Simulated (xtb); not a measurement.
ZnFI, SMILES [F][Zn][I]. All values are semi-empirical tight-binding results from xtb (GFN2-xTB unless named), good for trends rather than for accurate numbers. Geometry: GFN2-xTB.

For metal compounds this method's bond lengths and energies can be far off.

The point group as xtb finds it comes out as Cs, the orbital gap is 3.86 eV and the zero-point energy is 1.1 kcal/mol. The G − E(el) at 298.15 K (modified RRHO) comes out as -17.8 kcal/mol.
